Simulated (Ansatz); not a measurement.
`FC[SiH2][SiH3]`. Charge 0, multiplicity 1. Geometry: relaxed with PBE0-D4/def2-TZVP. It is one conformer, not always the lowest.

```xyz
11

F     1.128   -0.826    1.775
C     1.580   -0.074    0.695
Si    0.380   -0.243   -0.771
Si   -1.799    0.291   -0.108
H     2.583   -0.425    0.433
H     1.661    0.970    1.015
H     0.851    0.695   -1.830
H     0.441   -1.629   -1.308
H    -2.703    0.295   -1.290
H    -2.304   -0.697    0.880
H    -1.818    1.645    0.509
```

**Question.** What is the dipole moment at B3LYP/def2-TZVPP? (Best estimate.)

**Answer.** The calculation gave: 1.49 D, with components (0.67, 0.85, -1.02) D in this frame, pointing from negative to positive charge.

**Question.** And with PBE, r2SCAN, ωB97M-V? (Best estimate.)

**Answer.** Ansatz gave: PBE 1.36 D, r2SCAN 1.42 D, ωB97M-V 1.48 D.

**Question.** Give the Mulliken charges with B3LYP, ωB97M-V, r2SCAN in def2-TZVPP. (Estimate.)

**Answer.** Ansatz gave: 
| atom | B3LYP | ωB97M-V | r2SCAN |
| --- | --- | --- | --- |
| F1 | -0.26 | -0.24 | -0.25 |
| C2 | -0.03 | -0.08 | 0.04 |
| Si3 | 0.21 | 0.13 | 0.22 |
| Si4 | 0.16 | 0.05 | 0.17 |
| H5 | 0.10 | 0.12 | 0.07 |
| H6 | 0.10 | 0.11 | 0.07 |
| H7 | -0.07 | -0.02 | -0.07 |
| H8 | -0.06 | -0.02 | -0.07 |
| H9 | -0.06 | -0.02 | -0.06 |
| H10 | -0.05 | -0.01 | -0.05 |
| H11 | -0.06 | -0.02 | -0.06 |

B3LYP here is the variant with VWN-RPA as its local correlation; programs differ in this.
